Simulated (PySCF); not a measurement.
C2H8AlO (SMILES [CH3][Al]([CH3])<-[OH2]), doublet (typed; the unrestricted solution is spin-contaminated), at a GFN2-xTB geometry (such geometries of metal compounds can be far from the true shape) (the spin is typed, not shown lowest), with bond 11-10 at 2.2 times its length; PySCF with PBE/STO-3G.

Input for PySCF:
```python
from pyscf import gto, scf, dft

mol = gto.M(
    atom='''
Al    0.37326732    0.42820568    0.46342163
C     1.62897759   -0.32086669   -0.96640313
H     1.24290356   -1.17798588   -1.53330891
H     2.56654790   -0.65962011   -0.51613904
H     1.91250369    0.43658968   -1.70770717
C    -0.81872061   -0.93889728    1.41405014
H    -1.12044398   -1.81510326    0.82339807
H    -1.74299126   -0.49057864    1.79983111
H    -0.30011771   -1.34194572    2.28964993
O    -1.17497082    0.74401284   -0.89845558
H    -1.20016449    1.66579350   -2.80526924
H    -1.68623006   -0.07455286   -0.91325369
''',
    basis='sto-3g',
    spin=1,
    verbose=5,
)

mf = dft.UKS(mol)
mf.xc = 'pbe'
mf.kernel()
mo_i, mo_e, stable_i, stable_e = mf.stability(internal=True, external=False, return_status=True, nroots=6, tol=1e-6)
print('internally stable:', stable_i, ' externally stable:', stable_e)
if not stable_i:
    umf = mf.copy()
    umf.scf_summary = {}
    umf.kernel(umf.make_rdm1(mo_i, mf.mo_occ))
```

**Question.** Predict the main parts of the log of this PySCF run.

**Answer.** 
```
PySCF version 2.14.0

[INPUT] verbose = 5
[INPUT] max_memory = 4000
[INPUT] num. atoms = 12
[INPUT] num. electrons = 41
[INPUT] charge = 0
[INPUT] spin (= nelec alpha-beta = 2S) = 1
[INPUT] symmetry False subgroup None
[INPUT] Mole.unit = angstrom
[INPUT] Symbol           X                Y                Z      unit          X                Y                Z       unit  Magmom
[...]
[INPUT] ---------------- BASIS SET ----------------
[INPUT] l, kappa, [nprim/nctr], expnt,             c_1 c_2 ...
[INPUT] C
[...]
                                13.045096         0.53532814
                                3.5305122         0.44463454
[...]
                                0.6834831         0.39951283
                                0.2222899         0.70011547
[...]
                                0.6834831         0.60768372
                                0.2222899         0.39195739
[INPUT] H
[...]
                                0.62391373        0.53532814
                                0.1688554         0.44463454
[INPUT] Al
[...]
                                64.01186067       0.5353281423
                                17.32410761       0.4446345422
[...]
                                4.391813233       0.3995128261
                                1.42835397        0.7001154689
[...]
                                0.3893265318      0.2255954336
                                0.1523797659      0.900398426
[...]
                                4.391813233       0.6076837186
                                1.42835397        0.3919573931
[...]
                                0.3893265318      0.5951670053
                                0.1523797659      0.462001012
[INPUT] O
[...]
                                23.808861         0.53532814
                                6.4436083         0.44463454
[...]
                                1.1695961         0.39951283
                                0.380389          0.70011547
[...]
                                1.1695961         0.60768372
                                0.380389          0.39195739

nuclear repulsion = 154.024279778569
number of shells = 22
number of NR pGTOs = 96
number of NR cGTOs = 32
basis = sto-3g
ecp = {}

******** <class 'pyscf.dft.uks.UKS'> ********
method = UKS
initial guess = minao
damping factor = 0
level_shift factor = 0
DIIS = <class 'pyscf.scf.diis.CDIIS'>
diis_start_cycle = 1
diis_space = 8
diis_damp = 0
SCF conv_tol = 1e-09
SCF conv_tol_grad = None
SCF max_cycles = 50
direct_scf = True
direct_scf_tol = 1e-13
number electrons alpha = 21  beta = 20
XC library pyscf.dft.libxc version 7.1.2
    S. Lehtola, C. Steigemann, M. J. T. Oliveira, and M. A. L. Marques,  SoftwareX 7, 1–5 (2018)
XC functionals = pbe
    J. P. Perdew, K. Burke, and M. Ernzerhof,  Phys. Rev. Lett. 77, 3865 (1996)
    J. P. Perdew, K. Burke, and M. Ernzerhof,  Phys. Rev. Lett. 78, 1396 (1997)
    J. P. Perdew, K. Burke, and M. Ernzerhof,  Phys. Rev. Lett. 77, 3865 (1996)
    J. P. Perdew, K. Burke, and M. Ernzerhof,  Phys. Rev. Lett. 78, 1396 (1997)
radial grids:
    Treutler-Ahlrichs [JCP 102, 346 (1995); DOI:10.1063/1.469408] (M4) radial grids

becke partition: Becke, JCP 88, 2547 (1988); DOI:10.1063/1.454033
pruning grids: <function nwchem_prune>
grids dens level: 3
symmetrized grids: False
atomic radii adjust function: <function treutler_atomic_radii_adjust>
small_rho_cutoff = 0
Set gradient conv threshold to 3.16228e-05
atom Al rad-grids = 80, ang-grids = [ 50  50  50  50  50  50  50  50  50  50  50  50  50  50  50  50  50  50
  50  50  50  50  50  86  86  86  86  86  86  86  86  86  86  86  86  86
 350 350 350 350 350 350 350 350 350 434 434 434 434 434 434 434 434 434
 434 434 434 434 434 434 434 434 434 350 350 350 350 350 350 350 350 350
 350 350 350 350 350 350 350 350]
atom C rad-grids = 75, ang-grids = [ 50  50  50  50  50  50  50  50  50  50  50  50  50  50  50  50  50  50
  50  50  50  50  86  86  86  86  86  86  86  86  86  86 266 266 266 266
 266 266 302 302 302 302 302 302 302 302 302 302 302 302 302 302 302 302
 302 302 302 302 266 266 266 266 266 266 266 266 266 266 266 266 266 266
 266 266 266]
atom H rad-grids = 50, ang-grids = [ 50  50  50  50  50  50  50  50  50  50  50  50  50  50  50  86  86  86
  86 266 266 266 266 266 302 302 302 302 302 302 302 302 302 302 302 302
 302 266 266 266 266 266 266 266 266 266 266 266 266 266]
atom O rad-grids = 75, ang-grids = [ 50  50  50  50  50  50  50  50  50  50  50  50  50  50  50  50  50  50
  50  50  50  50  50  86  86  86  86  86  86  86  86  86 266 266 266 266
 266 266 266 302 302 302 302 302 302 302 302 302 302 302 302 302 302 302
 302 302 302 302 302 266 266 266 266 266 266 266 266 266 266 266 266 266
 266 266 266]
tot_boxes 3808, boxes in each direction [14 12 15]
Padding 6 grids
tot grids = 139968
nelec by numeric integration = [20.24514038 20.24514038]
E1 = -845.2719504593446  E2 = 298.3953261789674  Ecoul = 338.9206477185271  Exc = -40.525321539559684
init E= -392.852344501808
cond(S) = 9.497296599427314

  alpha mo_energy =
[-54.70949432 -18.81869044  -9.81995296  -9.81909593  -3.75761355
  -2.30265854  -2.3009291   -2.30087678  -1.01734282  -0.71512674
  -0.70874949  -0.51253815  -0.44404839  -0.44216837  -0.43767732
  -0.43568787  -0.42541137  -0.37085147  -0.3518535   -0.31932778
  -0.18499048  -0.10416313   0.09728904   0.17534247   0.21907438
   0.22279564   0.27083812   0.28382075   0.2883898    0.29809297
   0.3302221    0.33672976]
  beta  mo_energy =
[-54.70949432 -18.81869044  -9.81995296  -9.81909593  -3.75761355
  -2.30265854  -2.3009291   -2.30087678  -1.01734282  -0.71512674
  -0.70874949  -0.51253815  -0.44404839  -0.44216837  -0.43767732
  -0.43568787  -0.42541137  -0.37085147  -0.3518535   -0.31932778
  -0.18499048  -0.10416313   0.09728904   0.17534247   0.21907438
   0.22279564   0.27083812   0.28382075   0.2883898    0.29809297
   0.3302221    0.33672976]
multiplicity <S^2> = 0.75  2S+1 = 2
[...]
 -7.55560163e-01 -5.48551687e-01 -5.40149274e-01 -2.87339080e-01
 -2.81314060e-01 -2.78153650e-01 -2.74002850e-01 -2.69967138e-01
 -2.25088324e-01 -1.53939906e-01 -1.41710640e-01 -6.00375608e-02
 -3.59552934e-02 -1.08132559e-02  2.17876512e-01  3.29852762e-01
  3.50925217e-01  3.94504134e-01  4.35357612e-01  4.47291953e-01
  4.49280987e-01  4.56067928e-01  4.80939218e-01  4.89747583e-01]
  beta  mo_energy =
[-5.47603970e+01 -1.84062659e+01 -9.63354685e+00 -9.61695462e+00
 -3.74024968e+00 -2.28691531e+00 -2.28573397e+00 -2.28213314e+00
 -7.69140441e-01 -5.48299746e-01 -5.38489006e-01 -2.85503084e-01
 -2.81273632e-01 -2.77539686e-01 -2.73064570e-01 -2.68860188e-01
 -2.21782922e-01 -1.46551295e-01 -9.35338082e-02 -6.53536807e-02
  1.14686757e-02  9.50766589e-02  2.28747735e-01  3.34353048e-01
  3.60897106e-01  3.92831672e-01  4.35895896e-01  4.49158614e-01
  4.51383942e-01  4.59135245e-01  4.81173966e-01  4.91266342e-01]
multiplicity <S^2> = 0.95532035  2S+1 = 2.1957417
nelec by numeric integration = [20.99998803 19.99998835]
E1 = -851.7158232146355  E2 = 304.477570360332  Ecoul = 345.34683682223414  Exc = -40.869266461902164
cycle= 23 E= -393.213973075734  delta_E= -7.96e-13  |g|= 1.11e-06  |ddm|= 6.22e-06
  alpha mo_energy =
[-5.47621703e+01 -1.84025951e+01 -9.63343967e+00 -9.61811042e+00
 -3.74320607e+00 -2.29191273e+00 -2.28832290e+00 -2.28428456e+00
 -7.55559345e-01 -5.48551747e-01 -5.40149412e-01 -2.87338999e-01
 -2.81314079e-01 -2.78153654e-01 -2.74002986e-01 -2.69967130e-01
 -2.25088071e-01 -1.53939758e-01 -1.41710646e-01 -6.00369016e-02
 -3.59548753e-02 -1.08131274e-02  2.17876412e-01  3.29852668e-01
  3.50924950e-01  3.94504689e-01  4.35357544e-01  4.47291840e-01
  4.49280911e-01  4.56067767e-01  4.80939177e-01  4.89747475e-01]
  beta  mo_energy =
[-5.47603979e+01 -1.84062643e+01 -9.63354701e+00 -9.61695495e+00
 -3.74025041e+00 -2.28691606e+00 -2.28573469e+00 -2.28213385e+00
 -7.69139569e-01 -5.48299815e-01 -5.38489155e-01 -2.85502960e-01
 -2.81273646e-01 -2.77539648e-01 -2.73064698e-01 -2.68860124e-01
 -2.21782757e-01 -1.46551386e-01 -9.35332081e-02 -6.53526619e-02
  1.14682907e-02  9.50768057e-02  2.28747589e-01  3.34352951e-01
  3.60896809e-01  3.92832215e-01  4.35895844e-01  4.49158498e-01
  4.51383857e-01  4.59135084e-01  4.81173939e-01  4.91266243e-01]
multiplicity <S^2> = 0.95533552  2S+1 = 2.1957555
nelec by numeric integration = [20.99998803 19.99998835]
E1 = -851.7158027236055  E2 = 304.47754986947655  Ecoul = 345.3468091603364  Exc = -40.869259290859844
Extra cycle  E= -393.213973075559  delta_E= 1.75e-10  |g|= 1.34e-05  |ddm|= 4.04e-05
converged SCF energy = -393.213973075559  <S^2> = 0.95533552  2S+1 = 2.1957555
nelec by numeric integration = [20.99998803 19.99998835]
davidson 0 1  |r|= 0.811  e= [0.61451443]  max|de|= 0.615  lindep= 0.996
Old state -> New state
    0     ->     1
davidson 1 2  |r|= 0.615  e= [0.5786161  0.66628574]  max|de|= 0.0518  lindep= 0.988
Old state -> New state
    1     ->     0
    0     ->     1
    0     ->     2
    1     ->     3
davidson 2 4  |r|= 0.626  e= [0.51993632 0.54616127 0.6170856  0.69703538]  max|de|= 0.52  lindep= 0.99
Old state -> New state
    1     ->     0
    0     ->     1
    0     ->     3
    0     ->     4
    1     ->     5
davidson 3 8  |r|= 0.507  e= [0.42850663 0.50812384 0.5235008  0.5364078  0.57638277 0.596713  ]  max|de|= 0.576  lindep= 0.975
Old state -> New state
    4     ->     1
    3     ->     2
    1     ->     3
    1     ->     4
    2     ->     5
davidson 4 14  |r|= 0.435  e= [0.35414825 0.39726204 0.4647734  0.4997809  0.50837985 0.51944925]  max|de|= 0.465  lindep= 0.639
Old state -> New state
    0     ->     1
    1     ->     3
    1     ->     4
davidson 5 20  |r|= 0.424  e= [0.30202634 0.34155804 0.36003054 0.37866267 0.40767256 0.4788852 ]  max|de|= 0.479  lindep= 0.224
Old state -> New state
    1     ->     0
    0     ->     1
    0     ->     2
    1     ->     3
    2     ->     4
    3     ->     5
davidson 6 26  |r|= 0.185  e= [0.17952963 0.2452023  0.24752046 0.28723447 0.33746475 0.38344281]  max|de|= 0.248  lindep= 0.47
Old state -> New state
    0     ->     1
    0     ->     2
    2     ->     3
    1     ->     4
    3     ->     5
davidson 7 32  |r|= 0.254  e= [0.14050608 0.18896234 0.2064424  0.23505719 0.24025359 0.28937703]  max|de|= 0.189  lindep= 0.0587
davidson 8 6  |r|= 0.254  e= [0.14050608 0.18896234 0.2064424  0.23505719 0.24025359 0.28937703]  max|de|= 2.03e-15  lindep= 0.144
Old state -> New state
    1     ->     0
    0     ->     1
    4     ->     3
    3     ->     4
davidson 9 12  |r|= 0.226  e= [0.13024997 0.13940555 0.19640178 0.23206111 0.23457792 0.27948137]  max|de|= -0.0587  lindep= 0.0994
Old state -> New state
    1     ->     0
    0     ->     1
davidson 10 18  |r|= 0.106  e= [0.09597024 0.123013   0.19456554 0.23100203 0.23424197 0.26523799]  max|de|= -0.0434  lindep= 0.107
davidson 11 24  |r|= 0.0218  e= [0.09328984 0.11408123 0.19389019 0.2308945  0.23403194 0.25825381]  max|de|= -0.00893  lindep= 0.512
davidson 12 30  |r|= 0.00516  e= [0.09310901 0.11358199 0.19385289 0.23088614 0.23401692 0.2578553 ]  max|de|= -0.000499  lindep= 0.743
[...]
davidson 13 6  |r|= 0.00516  e= [0.09310901 0.11358199 0.19385289 0.23088614 0.23401692 0.2578553 ]  max|de|= 4.44e-16  lindep= 0.873
[...]
davidson 14 10  |r|= 0.00186  e= [0.09310239 0.11357239 0.19385192 0.2308858  0.23401621 0.25783283]  max|de|= -2.25e-05  lindep= 0.252
[...]
davidson 15 13  |r|= 0.000874  e= [0.09310194 0.11357143 0.19385184 0.23088578 0.23401613 0.25782981]  max|de|= -3.02e-06  lindep= 0.228
[...]
converged 16 14  |r|= 0.000665  e= [0.0931019  0.11357119 0.19385182 0.23088578 0.23401612 0.25782934]  max|de|= -4.68e-07
uhf_internal: lowest eigs of H = [0.0931019  0.11357119 0.19385182 0.23088578 0.23401612 0.25782934]
<class 'pyscf.dft.uks.UKS'> wavefunction is stable in the internal stability analysis
internally stable: True  externally stable: None
```
